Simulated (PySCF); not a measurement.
# Excitation energy of Zn²⁺ by level of theory

Zn²⁺ [Ar] 3d10 (1S) → Zn²⁺ [Ar] 3d9 4s1 (3D), as a difference of total energies. All numbers are calculated (PySCF 2.14, a scalar-relativistic core potential, in aug-cc-pVQZ-PP with ECP10MDF (7s7p6d4f3g2h, 135 functions)). Correlated levels: valence: 3s2 3p6 frozen. The calculations carry no spin-orbit coupling.

| method | excitation energy (eV) |
| --- | --- |
| UHF | 7.995 |
| LDA | 9.572 |
| PBE | 9.186 |
| PBE0 | 9.128 |
| r2SCAN | 8.787 |
| BHandHLYP | 8.728 |
| MN15 | 12.021 |
| TPSSh | 9.309 |
| MP2 (valence) | 10.234 |
| SCS-MP2 (valence) | 10.061 |

How much does correlation contribute at MP2 (valence)?

10.234 − (7.995) = 2.239 eV, measured against UHF.
